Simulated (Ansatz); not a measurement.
`C[O][Zn][CH3]` at its PBE0-D4/def2-TZVP geometry, where that method's forces vanish. Total charge 0; spin multiplicity 1.

```xyz
10

C     0.4457    2.1064   -0.8141
O     0.7280    1.1927    0.2016
Zn    0.0927   -0.4496    0.4331
C    -0.5074   -2.2331    0.8134
H     0.7491    1.7464   -1.8079
H     0.9973    3.0353   -0.6248
H    -0.6206    2.3692   -0.8703
H    -1.4160   -2.4595    0.2520
H    -0.7255   -2.3445    1.8775
H     0.2566   -2.9633    0.5395
```

Task: What forces (eV/Å) does PBE-D4/def2-TZVPP give on these atoms in Ansatz 0.2.0? (Estimate.)

Result: Ansatz gave: 
```
C1  -0.102  0.149 -0.249
O2   0.235 -0.155  0.440
Zn3 -0.099 -0.177 -0.018
C4   0.057  0.116 -0.005
H5   0.057 -0.052 -0.218
H6   0.123  0.197  0.048
H7  -0.217  0.072 -0.029
H8  -0.167 -0.017 -0.113
H9  -0.038 -0.008  0.202
H10  0.153 -0.124 -0.056
```
